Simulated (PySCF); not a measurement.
C2H4ClNSi, SMILES N1C[Si@H](C=1)Cl. Atoms are numbered in the order given.

```xyz
9

Cl     1.9572    -0.2195    -0.2133
Si     0.0663     0.1456     0.5470
C     -1.1922     1.1430    -0.4230
N     -2.0585     0.1946    -0.4824
C     -1.3833    -0.9941     0.0890
H      0.2476     0.5101     1.9827
H     -1.4103     2.1465    -0.8127
H     -1.9842    -1.4773     0.8756
H     -1.1909    -1.7412    -0.6969
```
Charge 0, spin multiplicity 1.

Geometry optimised at PBE0-D3(BJ)/def2-SVP. The structure was generated by enumeration; whether it is a known compound was not checked.

All values below come from PBE/def2-TZVP (PySCF).

Problem. Estimate the frontier levels, gap, dipole moment and polarisability. (An estimate is asked for; the answer gives what the named calculation found.)

Solution. 
```
Quantity                                                                                                       Result
---------------------------------------------------------------------------------------------  ----------------------
highest occupied level                                                                                       -5.85 eV
lowest empty level                                                                                           -2.34 eV
orbital gap                                                                                                   3.51 eV
dipole moment                                                                                                  0.75 D
quadrupole, principal values (traceless, Buckingham form, about the centre of nuclear charge)   -9.42, 2.08, 7.34 D·Å
mean static polarisability                                                                       66.1 bohr³ (9.79 Å³)
polarisability, principal values                                                               54.4, 62.5, 81.3 bohr³
```
